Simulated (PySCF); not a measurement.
Delta-SCF ions had no search for a lower state. Excitations are Tamm–Dancoff values on a coarser integration grid. The basis has no diffuse functions, so Rydberg states are missing or too high.

**Cl2FGa, SMILES `[F][Ga]([Cl])[Cl]` (charge 0, multiplicity 1)**

These are PBE-D3(BJ)/def2-TZVP (PySCF 2.14.0) values and carry that method's errors.

```
Quantity                                                        Result
--------------------------------------  ------------------------------
HOMO                                                          -8.27 eV
dipole moment                                                   0.86 D
HOMO–LUMO gap                                                  5.11 eV
LUMO                                                          -3.16 eV
S1 excitation (TDA)                                            5.29 eV
S1 oscillator strength                                           0.007
T1 excitation (TDA)                                            4.94 eV
S1–T1 gap (TDA)                                                0.35 eV
vertical ionisation energy (Delta-SCF)                        11.44 eV
total energy                                             -2944.5667 Ha
cost                                    around 70 core-seconds (rough)
```

```xyz
4

F     -0.0515     1.8171    -0.0508
Ga    -0.0018     0.0632    -0.0018
Cl     1.8947    -0.8881    -0.0031
Cl    -1.8415    -0.9922     0.0558
```
